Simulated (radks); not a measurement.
Neutral rhenium inside a hard spherical wall (all orbitals vanish at R), configuration held at [Xe] 4f14 5d5 6s2 and not refilled when levels cross. All-electron calculation, scalar-relativistic Kohn-Sham, PBE, spin-unpolarised, spherical densities, finite nucleus; Fermi nuclear charge, rms radius 5.3698 fm. Program: a radial shooting solver on a logarithmic mesh with Libxc functionals. Eigenvalues in eV, with the zero of energy where the potential of the charges vanishes at infinity; a dash marks a level that is unbound or too diffuse for the functional's potential to be trusted. A positive occupied level is held by the wall or, in an anion where self-interaction has pushed it up, behind a barrier. The pressure on the wall is -dE/dV.

R (bohr)  E (hartree)  kinetic (hartree)    e(5p)    e(4f)   e(6s)   e(5d)  e(6p, empty)  e(7s, empty)  pressure (GPa)
free      -16689.4328          18435.881  -47.015  -42.316  -5.941  -5.370        -1.320             -               0
20        -16689.4328          18435.881  -47.015  -42.316  -5.941  -5.370        -1.319             -        < 0.0001
10        -16689.4325          18435.885  -46.993  -42.294  -5.923  -5.349        -1.188         1.642         0.00800
7         -16689.4210          18435.977  -46.545  -41.834  -5.529  -4.946        -0.193         6.765           0.707
5         -16689.2839          18436.727  -44.044  -39.184  -2.911  -2.698         4.276        22.454            18.1
4         -16688.8625          18438.577  -39.818  -34.489   2.832   1.363        12.854        47.137             117
3         -16686.8683          18446.304  -29.315  -22.083  23.711  13.199        41.340        116.76            1100
2.5       -16683.2263          18459.886  -17.164   -7.643  55.231  28.634        80.948        202.99            4420
1.5       -16627.0365          18645.358   99.077   96.013  381.04  176.18        444.18        891.06          185000
